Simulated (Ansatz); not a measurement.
Cost and result for the atomization energy of CHBrGaN (5 atoms, 3 bonds).

```xyz
5

Br   -1.838   -1.405   -0.253
Ga    0.125   -1.461   -1.676
C     0.557    0.965    0.663
N     1.324    0.707   -0.149
H    -0.168    1.194    1.415
```

Total charge 0; spin multiplicity 1. Correlated methods include outer-core shells of Br, Ga, which these sets cover unevenly. Scalar relativity is left out up to krypton. The bonds changed during the relaxation, so this is another structure than the one it started from. The geometry is a stationary point of PBE0-D4/def2-TZVP. Program: Ansatz. All runs use 2 threads of an Intel Xeon on a shared host. Times are those of one run each, without the atoms' runs, and a repeat can differ threefold. Electronic energies, without spin–orbit coupling; frozen cores. CCSD(T)/CBS adds CCSD(T) − MP2 in def2-TZVPP to the MP2 limit, and its time is that of the two runs behind it. T1 = 0.012. With those shells the extrapolation isn't a true limit. B3LYP takes the VWN-RPA correlation (the form of Gaussian; ORCA's B3LYP/G). HSE06 is the plane-wave form, built on full-range PBE exchange.

CCSD(T)/CBS is a level of theory with its own doubt, some kJ/mol a heavy atom from the limit and from the frozen cores, so smaller differences don't rank the functionals.

```csv
level,functions,wall time
LDA (SPW92)/def2-TZVPP,172,2.5 s
PBE-D4/def2-TZVPP (with forces),172,4.9 s
PBE0-D4/def2-TZVPP,172,7.5 s
HSE06-D4/def2-TZVPP,172,8.5 s
BHLYP-D4/def2-TZVPP,172,9.1 s
B3LYP-D4/def2-TZVPP (with forces),172,9.6 s
B2PLYP/def2-TZVPP,172,14 s
B97M-V/def2-TZVPP,172,15 s
ωB97X-V/def2-TZVPP,172,16 s
CCSD(T)/def2-SVP,97,17 s
MP2/def2-QZVPP,322,49 s
CCSD(T)/def2-TZVPP,172,2.2 min
CCSD(T)/CBS(def2),–,3 min
```

Task: What atomization energy does each give, and how far from CCSD(T)/CBS? (Estimate.)

Result: Ansatz gave: 
| level | atomization (kJ/mol) | difference from CCSD(T)/CBS | per bond |
| --- | --- | --- | --- |
| LDA (SPW92)/def2-TZVPP | 2028.1 | 267.3 | 89.1 |
| PBE-D4/def2-TZVPP (with forces) | 1825.1 | 64.3 | 21.4 |
| PBE0-D4/def2-TZVPP | 1750.5 | -10.3 | -3.4 |
| HSE06-D4/def2-TZVPP | 1752.1 | -8.7 | -2.9 |
| BHLYP-D4/def2-TZVPP | 1663.1 | -97.7 | -32.6 |
| B3LYP-D4/def2-TZVPP (with forces) | 1755.7 | -5.1 | -1.7 |
| B2PLYP/def2-TZVPP | 1740.0 | -20.8 | -7.0 |
| B97M-V/def2-TZVPP | 1741.8 | -19.0 | -6.3 |
| ωB97X-V/def2-TZVPP | 1746.8 | -14.0 | -4.7 |
| CCSD(T)/def2-SVP | 1638.8 | -122.0 | -40.7 |
| MP2/def2-QZVPP | 1800.8 | 40.0 | 13.3 |
| CCSD(T)/def2-TZVPP | 1693.3 | -67.5 | -22.5 |
| CCSD(T)/CBS(def2) | 1760.8 | 0.0 | 0.0 |

Leaving LDA and LC-ωPBE aside and taking each functional with its dispersion term where it has one, the values spread over 162.0 kJ/mol, from BHLYP-D4 to PBE-D4. LDA lies +216.8 kJ/mol from PBE without D4, its usual overbinding. From BLYP to BHLYP (50 % exact exchange), in def2-TZVPP and without D4, the atomization energy moves by −117.2 kJ/mol: exact exchange takes away binding that semilocal exchange gives to molecules. In def2-TZVPP, CCSD(T) changes the Hartree–Fock value by +541.7 kJ/mol (the triples alone add +48.1 kJ/mol) and MP2 by +610.4 kJ/mol; breaking electron pairs costs correlation energy, which Hartree–Fock lacks.
